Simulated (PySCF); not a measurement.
Job file and geometry (Å, from GFN2-xTB) of an NMR shielding run on `InChI=1S/C3H5O.2Al.2Cl.3H/c1-2-3-4;;;;;;;/h3H,1-2H2;;;;;;;/q;2*-1;2*+1;;;`, GIAO PBE0/pcSseg-1 NMR shielding, non-relativistic, gas phase in PySCF 2.14.0, density-fitted response routines; density fitting, a coarse starting grid and PySCF grid level 2 are the driver's defaults:

```
$ OMP_NUM_THREADS=1 python probes_run.py task.json out

{"job": {"kind": "nmr", "xc": "PBE0", "basis": "pcSseg-1"}, "charge": 0, "multiplicity": 1}
O     -2.738275    -0.322935    -2.071871
C     -2.027741    -0.069754    -1.150387
C     -2.237967    -0.347440     0.294359
C     -0.905120    -0.796080     0.917125
Al     0.387631     0.642103     0.391527
Cl     1.957628     0.027116    -1.039793
Al     3.497728     0.277876     0.488904
Cl     1.975157     0.865350     1.924385
H     -1.023222     0.436570    -1.303200
H     -2.544828     0.602395     0.745602
H     -3.051712    -1.063976     0.430749
H     -0.679430    -1.807817     0.549031
H     -1.058155    -0.918045     1.997672
H      0.040083     2.114095     0.085958
H      4.376498     1.488542     0.121401
H      4.024126    -1.119058     0.874612
```

Q: What does the program print?

A: 
```
coarse grid: 15800 points
cycle   1  E = -1598.7160490805  dE =  9.746e-01  |g| = 7.953e-01  |ddm| = 3.645e+00
cycle   2  E = -1598.3138377704  dE =  4.022e-01  |g| = 1.639e+00  |ddm| = 2.143e+00
cycle   3  E = -1598.8425230953  dE = -5.287e-01  |g| = 1.876e-01  |ddm| = 1.656e+00
cycle   4  E = -1598.8495166561  dE = -6.994e-03  |g| = 7.569e-02  |ddm| = 2.171e-01
cycle   5  E = -1598.8508622960  dE = -1.346e-03  |g| = 1.437e-02  |ddm| = 7.405e-02
cycle   6  E = -1598.8509043004  dE = -4.200e-05  |g| = 4.036e-03  |ddm| = 1.559e-02
cycle   7  E = -1598.8509077468  dE = -3.446e-06  |g| = 1.067e-03  |ddm| = 5.030e-03
final grid: 135080 points
cycle   8  E = -1598.9043945678  dE = -1.795e-05  |g| = 1.229e-02  |ddm| = 2.236e-02
cycle   9  E = -1598.9043142770  dE =  8.029e-05  |g| = 2.381e-02  |ddm| = 2.435e-02
cycle  10  E = -1598.9044223365  dE = -1.081e-04  |g| = 1.962e-03  |ddm| = 1.724e-02
cycle  11  E = -1598.9044230372  dE = -7.007e-07  |g| = 4.116e-04  |ddm| = 1.853e-03
cycle  12  E = -1598.9044230781  dE = -4.088e-08  |g| = 7.802e-05  |ddm| = 4.211e-04
cycle  13  E = -1598.9044230794  dE = -1.347e-09  |g| = 2.041e-05  |ddm| = 8.850e-05
cycle  14  E = -1598.9044230795  dE = -9.868e-11  |g| = 5.304e-06  |ddm| = 2.257e-05
converged SCF energy = -1598.9044230795

GIAO shielding tensors (ppm)
atom      isotropic    diamagn.    paramagn.     s11        s22        s33       span
  0 O     -329.223     392.338    -721.561   -867.132   -428.312    307.775   1174.907
  1 C      -14.111     253.196    -267.307   -117.194     11.447     63.415    180.608
  2 C      144.944     253.612    -108.668    123.725    140.609    170.498     46.773
  3 C      178.326     252.243     -73.918    166.612    180.601    187.763     21.151
  4 Al     413.439     795.327    -381.887    352.403    368.193    519.721    167.318
  5 Cl     928.471    1152.063    -223.592    832.641    952.537   1000.235    167.595
  6 Al     413.582     794.919    -381.337    358.314    381.918    500.513    142.199
  7 Cl     923.045    1150.824    -227.779    831.979    939.379    997.776    165.798
  8 H       21.846      31.127      -9.281     19.554     22.345     23.639      4.085
  9 H       29.278      29.659      -0.381     25.338     28.052     34.443      9.104
 10 H       29.039      28.698       0.342     24.385     27.825     34.908     10.523
 11 H       30.867      31.820      -0.953     26.090     29.616     36.895     10.805
 12 H       30.731      30.880      -0.149     25.783     29.752     36.657     10.875
 13 H       26.832      29.063      -2.231     23.267     25.023     32.206      8.940
 14 H       27.086      27.919      -0.833     23.795     24.143     33.320      9.524
 15 H       27.127      28.481      -1.353     24.089     24.142     33.151      9.062
```

Size and cost of the density-fitted run: 204 basis functions, 87 s wall time on 1 thread of an Arm Neoverse N1, shared host; peak memory 0.89 GiB.
